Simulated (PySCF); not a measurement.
Ca: ionisation energy

Ca [Ar] 4s2 (1S) → Ca⁺ [Ar] 4s1 (2S), as a difference of total energies. All numbers are calculated (PySCF 2.14, scalar relativity by spin-free X2C-1e, in aug-cc-pwCVTZ-X2C with one added diffuse shell each of s, p, d, f type (10s9p7d4f, 100 functions)). Correlated levels: valence: [Ar] frozen; valence and next inner shell: [Ne] frozen; nothing frozen. The calculations carry no spin-orbit coupling.

```json
{"method": "UHF", "ionisation energy (eV)": "5.137"}
{"method": "LDA", "ionisation energy (eV)": "6.240"}
{"method": "PBE", "ionisation energy (eV)": "6.093"}
{"method": "PBE0", "ionisation energy (eV)": "6.015"}
{"method": "r2SCAN", "ionisation energy (eV)": "5.827"}
{"method": "BP86", "ionisation energy (eV)": "6.209"}
{"method": "B3LYP", "ionisation energy (eV)": "6.167"}
{"method": "PW91", "ionisation energy (eV)": "6.124"}
{"method": "PBEsol", "ionisation energy (eV)": "6.045"}
{"method": "MP2 (valence)", "ionisation energy (eV)": "5.692"}
{"method": "SCS-MP2 (valence)", "ionisation energy (eV)": "5.803"}
{"method": "MP2 (valence and next inner shell)", "ionisation energy (eV)": "5.969"}
{"method": "SCS-MP2 (valence and next inner shell)", "ionisation energy (eV)": "6.022"}
{"method": "MP2 (all electrons)", "ionisation energy (eV)": "5.972"}
{"method": "SCS-MP2 (all electrons)", "ionisation energy (eV)": "6.025"}
```

**Question.** How much does correlation contribute at MP2 (all electrons)?

**Answer.** 5.972 − (5.137) = 0.835 eV, measured against UHF.

Errors of the correlated levels include the incompleteness of this basis and the frozen core.

For comparison: 6.113 eV (measured; NIST Atomic Spectra Database, ionization energies).
